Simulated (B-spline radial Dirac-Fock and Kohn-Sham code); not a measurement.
# Two-hole binding energies of Sm⁴⁺

System: Sm⁴⁺, [Xe] 4f4.

The run's input, task.json:

```json
{"items": [{
  "Z": 62,
  "q": 4,
  "cfg": [[1, 0, 2], [2, 0, 2], [2, 1, 6], [3, 0, 2], [3, 1, 6], [3, 2, 10], [4, 0, 2], [4, 1, 6], [4, 2, 10], [4, 3, 4], [5, 0, 2], [5, 1, 6]],
  "A": 152,
  "rrms": 5.0819,
  "do": ["binding", "quiet", "double"]
}]}
```

Run with: `python xray_run.py task.json out`

Level of theory: multi-electron Dirac-Fock with separately optimised hole states, Breit and Lamb-shift corrections added in first order; a radial atomic solver. U is the two-hole binding energy less the two single-hole energies, the effective repulsion of the holes after relaxation. Each two-hole energy is an average over J within one jj subconfiguration.

```
          holes  E(a) (eV)  E(b) (eV)  E(ab) (eV)  U (eV)
   1s⁻¹ 3d3/2⁻¹    46892.9     1170.3     48146.5    83.4
        2p1/2⁻²     7373.8     7373.8     14971.4   223.8
   2s⁻¹ 2p3/2⁻¹     7803.9     6778.2     14742.7   160.6
        2p3/2⁻²     6778.2     6778.2     13749.8   193.3
   2s⁻¹ 3p1/2⁻¹     7803.9     1608.9           ?       ?
   2p1/2⁻¹ 3s⁻¹     7373.8     1793.1      9242.1    75.1
   2s⁻¹ 3d5/2⁻¹     7803.9     1144.4      9028.7    80.3
2p1/2⁻¹ 3p3/2⁻¹     7373.8     1486.2      8937.1    77.2
   2p3/2⁻¹ 3s⁻¹     6778.2     1793.1      8645.6    74.3
2p3/2⁻¹ 3p1/2⁻¹     6778.2     1608.9      8467.2    80.1
2p3/2⁻¹ 3d3/2⁻¹     6778.2     1170.3      8032.3    83.8
2p3/2⁻¹ 3d5/2⁻¹     6778.2     1144.4      8002.3    79.7
        3d3/2⁻²     1170.3     1170.3      2404.3    63.7
        3d5/2⁻²     1144.4     1144.4      2351.9    63.1
```

Q: Give the missing two-hole energy and U.

A: E(ab) = 9490.6 eV and U = 77.8 eV.

Run: 73 s of CPU time on 1 thread of Neoverse-N1 (shared host), peak memory 0.54 GiB.

Values without a named source are computed, but for edge energies of neutral atoms, which are taken from tables.
